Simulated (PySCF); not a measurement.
**Dipole response of Ta (tantalum, neutral)**

[Xe] 4f14 5d3 6s2, high-spin 4F determinant. Calculation: PySCF 2.14, in x2c-TZVPPall with one added diffuse shell each of s, p, d, f type (12s8p8d4f1g, 113 functions); the spin-free X2C one-electron Hamiltonian (Gaussian nucleus). Coupled (time-dependent) response in atomic units; α is the mean over directions.

```json
{"method": "PBE0", "mean α (bohr³)": "84.08", "C₆ (like pair)": "1079", "S(−4)": "2749"}
```

S(−4) is the Cauchy moment in α(ω) = α(0) + S(−4) ω² + …

Reference α: 74 ± 20 bohr³ (recommended; Schwerdtfeger and Nagle, table of static dipole polarizabilities (2023 update)). Published C₆: 887.0 (Gould and Bucko (2016)).

Spin-orbit coupling is absent.

α(iu) at PBE0:

| u (hartree) | α(iu) (bohr³) |
| --- | --- |
| 0 | 84.08 |
| 0.0500 | 77.87 |
| 0.100 | 64.57 |
| 0.200 | 40.83 |
| 0.300 | 27.21 |
| 0.500 | 14.96 |
| 0.750 | 9.024 |
| 1.00 | 6.242 |
| 1.50 | 3.636 |
| 2.00 | 2.419 |
| 3.00 | 1.299 |
| 5.00 | 0.5472 |

A single London oscillator, α(iu) = α/(1 + u²/ω²), gives C₆ = (3/4) ω α². Matching the computed C₆ needs ω = 4 × 1079 / (3 × 84.08²) = 0.204 hartree.

Spin-orbit coupling, absent here, splits the open shell strongly.
